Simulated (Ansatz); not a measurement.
Consider the formal exchange of groups at a C–C bond: `F[CH]([GeH3])CCl` + `O[SiH2][SiH3]` → `O[SiH2][SiH2]CCl` + `F[CH2][GeH3]`.

Program: Ansatz. Geometries: PBE0-D4/def2-TZVP. ΔE: electronic, gas phase. CCSD(T)/CBS adds triple-zeta CCSD(T) − MP2 to the extrapolated MP2 energy (def2 sets, frozen cores). Functionals use def2-TZVPP. B3LYP here is the variant with VWN-RPA as its local correlation; programs differ in this. For Ge outer-core shells are correlated without core-valence functions, which leaves a few kJ/mol of doubt a bond. Scalar relativity is left out up to krypton. One conformer a species, not always the lowest.

`F[CH]([GeH3])CCl`:

Z-matrix (Å, degrees):
```
C
Ge 1 1.991
C 1 1.499 2 111.8
F 1 1.387 2 108.1 3 -121.2
H 1 1.095 2 109.2 3 122.2
H 2 1.536 1 109.0 3 54.8
H 2 1.538 1 108.9 3 -65.0
H 2 1.532 1 108.3 3 175.1
Cl 3 1.786 1 112.5 2 173.6
H 3 1.091 1 110.2 2 54.5
H 3 1.090 1 111.0 2 -66.8
```

`O[SiH2][SiH3]`:

Z-matrix (Å, degrees):
```
Si
Si 1 2.347
O 1 1.654 2 112.4
H 1 1.484 2 110.6 3 117.6
H 1 1.493 2 108.5 3 -123.5
H 2 1.489 1 110.0 3 177.8
H 2 1.491 1 110.1 3 58.6
H 2 1.488 1 111.4 3 -61.5
H 3 0.958 1 117.6 2 -58.8
```

`O[SiH2][SiH2]CCl`:

Cartesian coordinates in Å:
```
O 1.087 1.618 -2.111
Si 0.623 1.315 -0.551
Si -0.113 -0.902 -0.268
C -1.133 -1.030 1.319
Cl -0.179 -0.365 2.678
H 1.888 1.198 -2.425
H 1.728 1.611 0.402
H -0.509 2.240 -0.287
H 1.029 -1.852 -0.174
H -0.975 -1.328 -1.410
H -2.054 -0.448 1.255
H -1.391 -2.058 1.572
```

`F[CH2][GeH3]`:

Cartesian coordinates in Å:
```
F 1.741 -0.911 0.042
C 0.465 -0.770 -0.482
Ge -0.484 0.710 0.416
H -0.070 -1.713 -0.341
H 0.553 -0.578 -1.555
H 0.284 2.022 0.202
H -1.889 0.827 -0.200
H -0.601 0.413 1.918
```

Question: Is it downhill or uphill in electronic energy at CCSD(T)/CBS, and by how much? (An estimate is asked.)

Answer: The calculation gave: Downhill: ΔE = -3.0 kcal/mol.

Question: What do these levels give: B3LYP-D4, B2PLYP, PBE, MP2/def2-TZVPP, MP2/CBS(def2), CCSD/CBS(def2)? (Best estimate.)

Answer: Ansatz gave: B3LYP-D4 -3.4, B2PLYP -3.1, PBE -2.8, MP2/def2-TZVPP -3.0, MP2/CBS(def2) -3.4, CCSD/CBS(def2) -3.1 kcal/mol.

Largest T1 diagnostic among the species: 0.012.
